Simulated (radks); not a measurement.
Problem. The mean radii <r> (bohr) of the occupied orbitals of an atom or ion are listed with their occupations. Method: scalar-relativistic Kohn-Sham, exchange-only LDA, spin-polarised, spherical densities, point nucleus; computed with a radial shooting solver on a logarithmic mesh with Libxc functionals.

orbital  occ.      <r>
1s up       1  0.03708
1s down     1  0.03708
2s up       1   0.1599
2s down     1   0.1598
2p up       3   0.1388
2p down     3   0.1387
3s up       1   0.3882

Name the element and its charge. Open shells, if any, are filled with parallel spins first.

Solution. Z = 40, zirconium, charge +29: Zr29+ in [Ne] 3s1. The 1s radius gives Z: for a bare nucleus <r> = (2 gamma + 1)/(2Z) with gamma = sqrt(1 - (Z/c)^2), 0.03641 bohr for Z = 40, and screening makes it slightly larger (0.03708 here). The occupations add up to 11, and the charge is Z minus that.
